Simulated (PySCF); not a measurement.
Species: bromine monochloride, BrCl.
SMILES: `ClBr`

The calculation used PBE0-D3(BJ)/def2-SVP geometry optimisation, gas phase (PySCF 2.14.0).

Take the most abundant isotopes and a rigid rotor. 

**Question.** What are the moment of inertia and the rotational constant?

**Answer.** I = 113.585 u·Å², B = 505379 MHz·u·Å²/I = 4449 MHz (0.1484 cm⁻¹, or 0.214 K as hB/k). For two atoms I = μr² with μ = 24.2317 u and r = 2.1650 Å.

**Question.** List the first levels of a rigid rotor in a Σ state.

**Answer.** E(J) = BJ(J+1): J = 1: 0.297, J = 2: 0.890, J = 3: 1.781, J = 4: 2.968, J = 5: 4.452, J = 6: 6.233 cm⁻¹.

**Question.** Where do the first rotational lines fall?

**Answer.** The dipole is 0.55 D; J+1 ← J lies at 2B(J+1): 1 ← 0 at 8.90 GHz, 2 ← 1 at 17.80 GHz, 3 ← 2 at 26.70 GHz, 4 ← 3 at 35.59 GHz, 5 ← 4 at 44.49 GHz, 6 ← 5 at 53.39 GHz.

**Question.** Estimate the classical rotational partition function at 10 K, 298.15 K and 500 K.

**Answer.** Point group C∞v, symmetry number σ = 1; q = kT/(σhB), k/h = 20836.6 MHz/K: 46.8 at 10 K, 1400 at 298.15 K, 2340 at 500 K.

PBE0-D3(BJ)/def2-SVP frequencies: not computed here. Zero-point vibration and centrifugal distortion are left out.
